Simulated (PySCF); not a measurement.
C3H3, SMILES [CH]1[CH][CH]1 (connectivity only; charge and spin as stated), neutral, multiplicity 2.

Geometry: B3LYP-D3(BJ)/def2-TZVP.

All values below come from PBE/def2-TZVPD run with PySCF.

Isolated molecule, no solvent.

Estimate the frontier levels, dipole moment and polarisability. (An estimate is asked for; the answer gives what the named calculation found.)


```json
{
 "α spin, highest occupied and lowest empty level": "-3.61 and -1.61 eV",
 "β spin, highest occupied and lowest empty level": "-7.49 and -1.80 eV",
 "dipole_moment": "1.50 D",
 "quadrupole, principal values (traceless, Buckingham form, about the centre of nuclear charge)": "-3.78, 0.53, 3.25 D·Å",
 "mean_static_polarisability": "35.5 bohr³ (5.26 Å³)",
 "polarisability_principal_values": "27.9, 37.8, 40.8 bohr³",
 "⟨S²⟩": "0.753 (pure state 0.75)"
}
```
